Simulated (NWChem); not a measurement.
System: Ca

The following NWChem deck was run.

```
start job
memory heap 200 mb stack 900 mb global 1100 mb
geometry units angstroms noautosym nocenter noautoz
  Ca     0.000000     0.000000     0.000000
end
basis spherical
  * library 6-31g*
end
dft
  xc pbe0
  iterations 150
end
property
  shielding
end
task dft property
```

NWChem printed, in part:

```
             Northwest Computational Chemistry Package (NWChem) 7.3.0
             --------------------------------------------------------

                             Geometry "geometry" -> ""
                             -------------------------

 Output coordinates in angstroms (scale by  1.889725989 to convert to a.u.)

  No.       Tag          Charge          X              Y              Z
 ---- ---------------- ---------- -------------- -------------- --------------
    1 Ca                  20.0000     0.00000000     0.00000000     0.00000000

 Effective nuclear repulsion energy (a.u.)       0.0000000000

                              NWChem Property Module
                              ----------------------

  itol2e modified to match energy
  convergence criterion.

                                 NWChem DFT Module
                                 -----------------

 Summary of "ao basis" -> "ao basis" (spherical)
 ------------------------------------------------------------------------------
       Tag                 Description            Shells   Functions and Types
 ---------------- ------------------------------  ------  ---------------------
 Ca                          6-31g*                 10       22   5s4p1d

  itol2e modified to match energy
  convergence criterion.

            General Information
            -------------------
          SCF calculation type: DFT
          Wavefunction type:  closed shell.
          No. of atoms     :     1
          No. of electrons :    20
           Alpha electrons :    10
            Beta electrons :    10
          Charge           :     0
          Spin multiplicity:     1
          Use of symmetry is: off; symmetry adaption is: off
          Maximum number of iterations: 150
          AO basis - number of functions:    22
                     number of shells:    10
          Convergence on energy requested:  1.00D-07
          Convergence on density requested:  1.00D-05
          Convergence on gradient requested:  5.00D-04

              XC Information
              --------------
                         PBE0 Method XC Functional
                     Hartree-Fock (Exact) Exchange  0.250
          PerdewBurkeErnzerhof Exchange Functional  0.750
            Perdew 1991 LDA Correlation Functional  1.000 local
           PerdewBurkeErnz. Correlation Functional  1.000 non-local

             Grid Information
             ----------------
          Grid used for XC integration:  fine
          Radial quadrature: Mura-Knowles
          Angular quadrature: Lebedev.
          Tag              B.-S. Rad. Rad. Pts. Rad. Cut. Ang. Pts.
          ---              ---------- --------- --------- ---------
          Ca                  1.80      140          11.0       974
          Grid pruning is: on
          Number of quadrature shells:   140
          Spatial weights used:  Erf1

      Superposition of Atomic Density Guess
      -------------------------------------

 Sum of atomic energies:        -676.70792306

      Non-variational initial energy
      ------------------------------

 Total energy =    -676.707923
 1-e energy   =    -926.374691
 2-e energy   =     249.666768
 HOMO         =      -0.195508
 LUMO         =       0.023666

   convergence    iter        energy       DeltaE   RMS-Dens  Diis-err
 ---------------- ----- ----------------- --------- --------- ---------
 d= 0,ls=0.0,diis     1   -677.3356319269 -6.77D+02  1.36D-02  1.12D-02
 d= 0,ls=0.0,diis     2   -677.3367260863 -1.09D-03  8.97D-04  4.02D-05
 d= 0,ls=0.0,diis     3   -677.3367370578 -1.10D-05  1.78D-04  3.55D-07
 d= 0,ls=0.0,diis     4   -677.3367372232 -1.65D-07  1.77D-05  1.12D-08
 d= 0,ls=0.0,diis     5   -677.3367372263 -3.05D-09  2.59D-08  1.37D-13

         Total DFT energy =     -677.336737226258
      One electron energy =     -926.643071018374
           Coulomb energy =      285.151971334393
    Exchange-Corr. energy =      -35.845637542277
 Nuclear repulsion energy =        0.000000000000

 Numeric. integr. density =       19.999999999728

                       DFT Final Molecular Orbital Analysis
                       ------------------------------------

 Vector    8  Occ=2.000000D+00  E=-1.124441D+00
              MO Center=  4.3D-17, -7.4D-17, -4.1D-17, r^2= 5.3D-01
   Bfn.  Coefficient  Atom+Function         Bfn.  Coefficient  Atom+Function
  ----- ------------  ---------------      ----- ------------  ---------------
     8      0.995577  1 Ca py                 4     -0.323494  1 Ca py
     9      0.296084  1 Ca pz                 7      0.171418  1 Ca px
     5     -0.096207  1 Ca pz                 3     -0.055699  1 Ca px

 Vector    9  Occ=2.000000D+00  E=-1.124441D+00
              MO Center= -1.9D-18,  2.4D-17,  3.0D-17, r^2= 5.3D-01
   Bfn.  Coefficient  Atom+Function         Bfn.  Coefficient  Atom+Function
  ----- ------------  ---------------      ----- ------------  ---------------
     9      0.746147  1 Ca pz                 7      0.662294  1 Ca px
     8     -0.335938  1 Ca py                 5     -0.242446  1 Ca pz
     3     -0.215200  1 Ca px                 4      0.109157  1 Ca py

 Vector   10  Occ=2.000000D+00  E=-1.591957D-01
              MO Center= -8.7D-16, -3.8D-17, -1.6D-16, r^2= 5.3D+00
   Bfn.  Coefficient  Atom+Function         Bfn.  Coefficient  Atom+Function
  ----- ------------  ---------------      ----- ------------  ---------------
    10      0.675868  1 Ca s                 14      0.394398  1 Ca s
     6      0.306353  1 Ca s                  2     -0.112143  1 Ca s
     1     -0.025059  1 Ca s

 Vector   11  Occ=0.000000D+00  E=-3.430915D-02
              MO Center= -3.5D-15,  8.8D-17,  4.2D-15, r^2= 1.0D+01
   Bfn.  Coefficient  Atom+Function         Bfn.  Coefficient  Atom+Function
  ----- ------------  ---------------      ----- ------------  ---------------
    17      0.616428  1 Ca pz                13      0.330369  1 Ca pz
    15      0.289329  1 Ca px                11      0.155064  1 Ca px
    16      0.147518  1 Ca py                12      0.079061  1 Ca py
     5      0.058365  1 Ca pz                 9     -0.052372  1 Ca pz
     3      0.027394  1 Ca px

 Vector   12  Occ=0.000000D+00  E=-3.430915D-02
              MO Center=  9.3D-16, -4.9D-16, -9.3D-16, r^2= 1.0D+01
   Bfn.  Coefficient  Atom+Function         Bfn.  Coefficient  Atom+Function
  ----- ------------  ---------------      ----- ------------  ---------------
    15      0.581952  1 Ca px                16     -0.330325  1 Ca py
    11      0.311892  1 Ca px                17     -0.194097  1 Ca pz
    12     -0.177035  1 Ca py                13     -0.104025  1 Ca pz
     3      0.055101  1 Ca px                 7     -0.049443  1 Ca px
     4     -0.031276  1 Ca py                 8      0.028065  1 Ca py

 Vector   13  Occ=0.000000D+00  E=-3.430915D-02
              MO Center= -1.6D-16, -3.8D-16, -5.3D-17, r^2= 1.0D+01
   Bfn.  Coefficient  Atom+Function         Bfn.  Coefficient  Atom+Function
  ----- ------------  ---------------      ----- ------------  ---------------
    16      0.595466  1 Ca py                12      0.319135  1 Ca py
    17     -0.260383  1 Ca pz                15      0.251151  1 Ca px
    13     -0.139550  1 Ca pz                11      0.134602  1 Ca px
     4      0.056380  1 Ca py                 8     -0.050591  1 Ca py

          -----------------------------------------
          Chemical Shielding Tensors (GIAO, in ppm)
          -----------------------------------------

                                NWChem CPHF Module
                                ------------------

  scftype          =     RHF
  nclosed          =       10
  nopen            =        0
  variables        =      120
  # of vectors     =        3
  tolerance        = 0.10D-03
  level shift      = 0.00D+00
  max iterations   =       50
  max subspace     =       30

 SCF residual:    1.8750856657064896E-009

Iterative solution of linear equations
  No. of variables      120
  No. of equations        3
  Maximum subspace       30
        Iterations       50
       Convergence  1.0D-04

   iter   nsub   residual    time
   ----  ------  --------  ---------
     1      3    9.35D-17       1.1

      Atom:    1  Ca
        Diamagnetic
   1422.9477      0.0000     -0.0000
      0.0000   1422.9477      0.0000
     -0.0000      0.0000   1422.9477

        Paramagnetic
     -0.0000     -0.0000      0.0000
     -0.0000     -0.0000      0.0000
      0.0000      0.0000     -0.0000

        Total Shielding Tensor
   1422.9477      0.0000      0.0000
      0.0000   1422.9477      0.0000
      0.0000      0.0000   1422.9477

           isotropic =    1422.9477
          anisotropy =       0.0000

          Principal Components and Axis System
                 1           2           3
             1422.9477   1422.9477   1422.9477

      1         1.0000      0.0000      0.0000
      2         0.0000      1.0000      0.0000
      3         0.0000      0.0000      1.0000
```

Level: PBE0/6-31G* (spherical d), GIAO. The printed shielding anisotropy is the first printed principal value minus the mean of the other two.
